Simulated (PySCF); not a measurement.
C₃H₃N₂, SMILES [nH]1cnc[c]1, multiplicity 2. Coordinates come from a B3LYP-D3(BJ)/def2-SVP optimisation. The isomer is the one that the SMILES or the coordinates give; other isomers of the formula were not compared.

Computed equilibrium geometry at B3LYP-D3(BJ)/def2-SVP (PySCF confirms it by a frequency run) as bond lengths and angles, and its point group:
point group Cs.
Atoms: C1 C2 N3 C4 N5 H6 H7 H8. Bonded distances (Å): C1–C2 1.371, C1–N5 1.369, C2–N3 1.380, C2–H6 1.087, N3–C4 1.316, C4–N5 1.369, C4–H7 1.090, N5–H8 1.013. Angles (°): C2–C1–N5 108.3, C1–C2–N3 107.4, C1–C2–H6 129.9, N3–C2–H6 122.7, C2–N3–C4 107.4, N3–C4–N5 111.1, N3–C4–H7 125.9, N5–C4–H7 123.0, C1–N5–C4 105.8, C1–N5–H8 126.5, C4–N5–H8 127.7.
Charge 0, spin multiplicity 2.
